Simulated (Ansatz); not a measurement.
Stretching the B1–Cl2 bond in BCl (multiplicity 1 held). Energies count from the point at 1.722 Å.


R- and RO- levels are restricted; in cc, def2 and unpolarised 6-31G sets they are followed outwards from rest. U- levels take the lowest unrestricted solution at each point, which mixes spins at long bonds. Active spaces are followed from rest. Full CI gives the lowest state of the spin. Curves can end on different states.

Cores are frozen in the correlated methods.

Codes used: Ansatz (a first-principles code). 

Energies in kJ/mol.

| R (Å) | U-HF/6-31G | R-CCSDT(Q)/6-31G | CASSCF(10,8)/6-31G | FIC-MRCISD+Q on CASSCF(10,8)/6-31G | FCI/6-31G |
|---|---|---|---|---|---|
| 1.377 | 339 | 352 | 350 | 351 | 352 |
| 1.549 | 80 | 87 | 85 | 86 | 87 |
| 1.722 | 0 | 0 | 0 | 0 | 0 |
| 1.894 | -3 | -11 | -9 | -11 | -11 |
| 2.066 | 25 | 9 | 12 | 9 | 9 |
| 2.324 | 85 | 59 | 67 | 61 | 60 |
| 2.582 | 150 | 118 | 130 | 121 | 119 |
| 3.013 | 231 | 212 | 227 | 218 | 215 |
| 3.443 | 264 | 284 | 298 | 296 | 292 |
| 3.960 | 277 | 332 | 339 | 353 | 349 |
| 4.648 | 282 | 385 | 352 | 374 | 373 |
| 5.509 | 283 | 422 | 355 | 377 | 377 |
| 6.886 | 284 | 419 | 355 | 377 | 378 |

Doubts at one or more of the structures used: a spin-contaminated determinant (U-HF/6-31G); a restricted determinant that unrestricted orbitals would lower (R-CCSDT(Q)/6-31G); T1 above 0.05 (R-CCSDT(Q)/6-31G); other coupled-cluster roots lie near (R-CCSDT(Q)/6-31G).
